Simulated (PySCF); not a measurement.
Al(F)(Cl)(vinyl) (C₂H₃AlClF), SMILES C=[CH][Al]([Cl])[F]. Atoms are numbered in the order given.

```xyz
8

Al     0.5188    -0.1589     0.0000
F      1.9592    -1.0115     0.0000
Cl    -1.2670    -1.2783     0.0000
C      0.4521     1.7713     0.0000
C     -0.7363     2.4167     0.0000
H      1.3740     2.3826     0.0000
H     -0.8112     3.5198     0.0000
H     -1.6969     1.8708     0.0000
```
Charge 0, spin multiplicity 1.

Coordinates come from a PBE-D3(BJ)/def2-SVP optimisation. The structure was generated by enumeration; whether it is a known compound was not checked. The values are those of a single conformer.

Computed with PBE/def2-TZVP (PySCF).

ESP charges are fitted to the potential on shells at 1.4 to 2.0 van der Waals radii. Atomic charges (e):

```csv
atom,IAO,ESP fit
Al1,1.16,___
F2,-0.54,-0.39
Cl3,-0.34,___
C4,-0.51,-0.33
C5,-0.24,-0.33
H6,0.16,0.15
H7,0.15,___
H8,0.15,___
```

**Question.** Complete the blanks. (The exact figures need the calculation; the answer reports its results.)

**Answer.** 
- Al1, ESP fit: 0.84
- Cl3, ESP fit: -0.27
- H7, ESP fit: 0.19
- H8, ESP fit: 0.14
